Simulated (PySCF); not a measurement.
Two species compared at the same levels of theory.

First species: C3H3P3.
SMILES with atom numbers: `[cH:1]1[p:2][cH:3][p:4][cH:5][p:6]1` (hydrogens: H7 on C1; H8 on C3; H9 on C5)

Second species: C2H11GeNSi.
SMILES: `CN[SiH2][CH2][GeH3]`

Levels: CAM-B3LYP/def2-SVPD for dipole moment, HOMO energy, LUMO energy, HOMO–LUMO gap, static isotropic polarisability and electronic spatial extent ⟨r²⟩ about the centre of nuclear charge; TDDFT CAM-B3LYP/def2-SVPD for lowest singlet excitation; TDA CAM-B3LYP/def2-SVPD for lowest triplet excitation (Tamm–Dancoff); ΔSCF CAM-B3LYP/def2-SVPD for vertical ionisation energy; PBE0-D3(BJ)/def2-SVP for rotational constant A and rotational constant C. Geometries: PBE0-D3(BJ)/def2-SVP. Each species is one conformer at its optimised geometry, gas phase, non-relativistic unless stated. Electronic properties by PySCF.

Dipoles, sizes and rotational constants follow the conformer. The torsions of the flexible species, by atom-mapped SMILES:
- `[CH3:1][NH:2][SiH2:3][CH2:4][GeH3:5]`: C1–N2–Si3–C4 172°, N2–Si3–C4–Ge5 58°

| property | column X | column Y |
| --- | --- | --- |
| dipole moment | 0.52 D | 0.00 D |
| HOMO energy | -8.09 eV | -8.75 eV |
| LUMO energy | 0.90 eV | -1.49 eV |
| HOMO–LUMO gap | 8.99 eV | 7.26 eV |
| lowest singlet excitation | 5.98 eV | 3.85 eV |
| lowest triplet excitation (Tamm–Dancoff) | 5.72 eV | 2.76 eV |
| static isotropic polarisability | 92.4 au | 106.8 au |
| vertical ionisation energy | 8.83 eV | 9.51 eV |
| electronic spatial extent ⟨r²⟩ about the centre of nuclear charge | 1317 bohr² | 914 bohr² |
| rotational constant A | 5.048 GHz | 2.358 GHz |
| rotational constant C | 0.862 GHz | 1.179 GHz |

(1) Which column belongs to which species?

(2) How does each property change from the first species to the second?

Results:

(1) Column X is the second species and column Y the first. The first has 9 atoms and 66 electrons, the second 16 and 76.

(2) dipole moment +0.52 D; HOMO energy +0.66 eV; LUMO energy +2.39 eV; HOMO–LUMO gap +1.73 eV; lowest singlet excitation +2.13 eV; lowest triplet excitation (Tamm–Dancoff) +2.96 eV; static isotropic polarisability -14.4 au; vertical ionisation energy -0.68 eV; electronic spatial extent ⟨r²⟩ about the centre of nuclear charge +403 bohr²; rotational constant A +2.690 GHz; rotational constant C -0.317 GHz.

On the first: The principal polarisabilities are 66.6, 126.9 and 126.9 au; their mean is the isotropic value. The ΔSCF ionisation energy exceeds −ε(HOMO) by 0.76 eV with CAM-B3LYP.

On the second: The polarisability is 13.69 Å³ as a volume (1 au = 0.148185 Å³), or 1.22 au for each of the 76 electrons. The principal polarisabilities are 80.7, 88.4 and 108.0 au; their mean is the isotropic value. The calculation is non-relativistic and has no spin–orbit coupling, an omission that weighs most on germanium.
